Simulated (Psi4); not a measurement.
Pair of molecules, SMILES O with SMILES P (the first has 3 atoms); geometry from B3LYP-D3(BJ)/def2-TZVP, rigid monomers moved along the line of their centres of mass till H2···P4 is 2.32 Å.
(charge 0, multiplicity 1):
```
atom    x (Å)    y (Å)    z (Å)
----  -------  -------  -------
O      0.2632  -0.0779  -0.5425
H      0.1242   0.0001   0.4118
H      1.1449   0.2748  -0.6984
P     -0.4053   0.1270   2.6716
H      0.2304  -0.5901   3.7141
H     -0.5328   1.3223   3.4200
H     -1.7028  -0.3421   2.9880
```

Calculation: SAPT0/jun-cc-pV(D+d)Z in Psi4.

Problem. Which attractive term is largest, and how does the interaction split up?

Solution. electrostatics -7.28, exchange 11.38, induction -3.10, dispersion -2.03, total -1.03 kcal/mol; the largest attraction is electrostatics.
